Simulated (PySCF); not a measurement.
2,3,3-trifluoroprop-1-ene (C3H3F3), SMILES C=C(F)C(F)F. Geometry: PBE-D3(BJ)/def2-SVP. One conformer was computed; it need not be the lowest.

Computed equilibrium geometry at PBE-D3(BJ)/def2-SVP (PySCF confirms it by a frequency run) as bond lengths and angles (one conformer of several):
Atoms: C1 C2 F3 C4 F5 F6 H7 H8 H9. Bonded distances (Å): C1–C2 1.337, C1–H7 1.097, C1–H8 1.099, C2–F3 1.346, C2–C4 1.510, C4–F5 1.362, C4–F6 1.368, C4–H9 1.116. Bond angles (°): C2–C1–H7 119.2, C2–C1–H8 120.8, H7–C1–H8 120.0, C1–C2–F3 122.8, C1–C2–C4 126.2, F3–C2–C4 111.0, C2–C4–F5 110.3, C2–C4–F6 109.7, C2–C4–H9 111.4, F5–C4–F6 108.7, F5–C4–H9 109.0, F6–C4–H9 107.8.
